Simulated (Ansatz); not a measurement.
`CC[AsH]N` + `[OH][SnH3]` → `CC[O][SnH3]` + `N[AsH2]`  (substitution at a C–As bond)

Program: Ansatz. Geometries: PBE0-D4/def2-TZVP. ΔE: electronic, gas phase. CCSD(T)/CBS is the MP2 limit (def2-TZVPP, def2-QZVPP) plus CCSD(T) − MP2 in def2-TZVPP, frozen cores. DFT in def2-TZVPP. B3LYP here is the variant with VWN-RPA as its local correlation; programs differ in this. Elements past krypton have def2 core potentials. For As, Sn outer-core shells are correlated without core-valence functions, which leaves a few kJ/mol of doubt a bond. Scalar relativity is left out up to krypton. One conformer a species, not always the lowest.

```tsv
level	ΔE (kJ/mol)	difference from CCSD(T)/CBS
B3LYP-D4	55.1	-8.3
ωB97X-V	55.7	-7.7
ωB97M-V	59.3	-4.1
B2PLYP	58.3	-5.1
r2SCAN	58.0	-5.4
PBE0	58.6	-4.8
B3LYP	52.7	-10.7
HF/def2-TZVPP	47.5	-15.9
MP2/def2-TZVPP	71.0	7.6
CCSD/def2-TZVPP	60.8	-2.6
CCSD(T)/def2-TZVPP	62.0	-1.4
MP2/def2-QZVPP	71.6	8.2
SCS-MP2/def2-QZVPP	65.3	1.9
HF/CBS(def2)	46.9	-16.5
MP2/CBS(def2)	72.4	9.0
CCSD/CBS(def2)	62.2	-1.2
CCSD(T)/CBS	63.4	0
```

Largest T1 diagnostic among the species: 0.014.

In def2-TZVPP, CCSD(T) changes the Hartree–Fock value by +14.6 kJ/mol (the triples alone add +1.2 kJ/mol) and MP2 by +23.5 kJ/mol.
